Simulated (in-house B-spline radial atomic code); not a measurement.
**RPA and G0W0 on PBE0: Br⁶⁺**

Configuration [Ar] 3d10 4s1, highest spin, mean-field start PBE0. Computed with an all-electron radial atomic-structure program (B-spline basis): all electrons, non-relativistic, point nucleus, each spin shell either full or empty, empty states to l = 9 with an (l + 1/2)⁻⁴ tail; G0W0 by contour deformation at full frequency.

Command:
```bash
python run_gw.py task.json out
```
Settings (radii: box in bohr, nucleus in fm):
```
Z                        35
electrons                29
configuration            [Ar] 3d10 4s1
hamiltonian              nr
method                   pbe0
lmax                     9
spin_polarised           True
box_radius               9.29
intervals                50
ion_configuration        [Ar] 3d10
```

Time taken, with all properties: 5.3 s on 1 thread of Arm Neoverse N1, on a shared host.

Energies (hartree):

```csv
term,value
mean-field total,-2564.29803
Hartree-Fock functional on these orbitals,-2563.10139
direct second order,-2.4147
second-order exchange,0.7097
SOSEX correction,0.66096
```

(1) What is the RPA correlation energy, and what remains with SOSEX?

Quasi-particle levels (eV):

| level | occupied | mean field | Σx - vxc | Σc | QP weight | G0W0 |
| --- | --- | --- | --- | --- | --- | --- |
| 4s up | yes | -96.89 | -3.64 | ? | ? | ? |
| 3d down | yes | -162.30 | -14.44 | 2.73 | 0.959 | -174.00 |
| 3d up | yes | -162.62 | -14.40 | 2.73 | 0.950 | -174.30 |
| 4s down | no | -91.12 | 7.44 | -2.58 | 0.964 | -86.26 |

G0W0 = mean field + (Σx - vxc) + Σc, with Σc (partial-wave tail included) taken at the quasi-particle energy. Only the outer levels were computed. Levels of low weight are left out.

(2) Where does G0W0 put 4s up?

(3) What does it cost to remove one electron (to [Ar] 3d10) by differences of total energies, each species on its own start (correlation terms add to the Hartree-Fock functional)?

Answers

(1) RPA gives -2.1415 hartree (-2.01 eV per electron); RPA + SOSEX gives -1.4805, and the second-order doubles -1.705 hartree (no singles). RPA lacks exchange-type terms and so overcorrelates at short range.

(2) At -102.37 eV, with Σc = -1.84 eV and a quasi-particle weight of 0.978. The tabulated removal energy is 103.03 ± 0.19 eV (NIST, semi-empirical); the calculation leaves out relativity, Breit and QED terms, and what these don't explain is the method's own error.

(3) PBE0 102.18 eV, Hartree-Fock functional 100.24 eV, + RPA 102.01 eV, + RPA + SOSEX 101.27 eV, + second order 101.65 eV. Tabulated: 103.03 ± 0.19 eV (NIST, semi-empirical); the calculation leaves out relativity, Breit and QED terms, and what these don't explain is the method's own error.
